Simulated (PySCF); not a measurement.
## Exercise with solution: entropy of an ideal gas

SbF4, SMILES [F][Sb+]([F])([F])[F], charge +1.

The structure is a stationary point at r2SCAN-D4/def2-SVP. The multiplicity is an assumed one; other spin states were not compared. The isomer is the one that the SMILES or the coordinates give; other isomers of the formula were not compared. The def2 effective core potentials stand for the cores of Sb; spin–orbit coupling is left out.

r2SCAN-D4/def2-SVP run with PySCF 2.14.0 gives the harmonic wavenumbers 139, 139, 184, 184, 184, 670, 743, 743, 743 cm⁻¹ and the rotational temperatures 0.1379, 0.1379, 0.1379 K. The molar mass is 197.75 g/mol, the symmetry number 12, the spin multiplicity 1.

**Question.** Work out the entropy at 298.15 K and 1 atm in the rigid-rotor, harmonic-oscillator model.

**Answer.** 
Translation (Sackur–Tetrode at 1 atm): S = R[1.5 ln M + 2.5 ln T − 1.16487] = 174.7 J/(mol K).
Rotation: q = (√π/σ) T^1.5/√(θA θB θC) = 14800, S = R[ln q + 3/2] = 92.3 J/(mol K).
Vibration: with u = 1.4388 ν/T, each mode gives R[u/(e^u − 1) − ln(1 − e^−u)]:
| ν (cm⁻¹) | modes | u | S (J/(mol K)) |
|---|---|---|---|
| 139 | 2 | 0.67 | 23.58 |
| 184 | 3 | 0.89 | 28.71 |
| 670 | 1 | 3.23 | 1.44 |
| 743 | 3 | 3.59 | 3.25 |
These are all the modes. Sum 57.0 J/(mol K).
Spin: R ln 1 = 0.0 J/(mol K).
Total 324.0 J/(mol K); the program's own thermochemistry gives 324.0. Translation makes up 54 % and vibration 18 %. Anharmonicity, hindered rotation and orbital degeneracy are left out.
